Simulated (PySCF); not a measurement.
B(H)(Cl)(Me) (CH4BCl), SMILES CBCl. Geometry: B3LYP-D3(BJ)/def2-TZVP.

Q: Give the equilibrium geometry at B3LYP-D3(BJ)/def2-TZVP (PySCF confirms it by a frequency run) as bond lengths and angles, and its point group. (The exact figures need the calculation; the answer reports its results.)

A: point group Cs.
Atoms: B1 H2 Cl3 C4 H5 H6 H7. Bonds (Å): B1–H2 1.189, B1–Cl3 1.760, B1–C4 1.550, C4–H5 1.096, C4–H6 1.096, C4–H7 1.089. Bond angles (°): H2–B1–Cl3 115.6, H2–B1–C4 122.7, Cl3–B1–C4 121.7, B1–C4–H5 109.3, B1–C4–H6 109.3, B1–C4–H7 114.9, H5–C4–H6 104.9, H5–C4–H7 109.0, H6–C4–H7 109.0.
